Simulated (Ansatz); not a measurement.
Coupled-cluster diagnostics for Al₂Sb⁺, Ansatz.

Geometry of the singlet (r2SCAN-D4/def2-TZVP):

```xyz
3

Al   -0.011    0.078    0.103
Al    0.240   -1.761   -2.292
Sb   -0.229    1.683    2.190
```

In the def2 sets Sb takes a core potential; there is no spin–orbit coupling. Correlated methods freeze 14 core orbitals; core or outer-core shells of Sb are correlated, in sets that lack core-valence functions. Another isomer (triplet) lies 1.30 eV lower at PBE0-D4/def2-TZVP; other spin states weren't run for this one.

**Question.** Estimate the CCSD(T) correlation energy, the shares of MP2 and (T), T1 and the reference's ⟨S²⟩ for: charge 1, singlet, own geometry in def2-TZVPP; and the rough time on 2 threads of Arm Neoverse V2 on a shared host.

**Answer.** 
| state | basis | correlation (eV) | MP2 share (%) | (T) share (%) | T1 | ⟨S²⟩ (pure) | wall time | remarks |
| --- | --- | --- | --- | --- | --- | --- | --- | --- |
| charge 1, singlet, own geometry | def2-TZVPP | -11.973 | 91.5 | 3.7 | 0.017 | 0.00 (0.00) | 16 s | restricted SCF unstable |
Customary marks for T1 are 0.02 (closed shells), 0.045 (open shells) and about 0.05 (3d metals). T1 stays under 0.02 throughout.
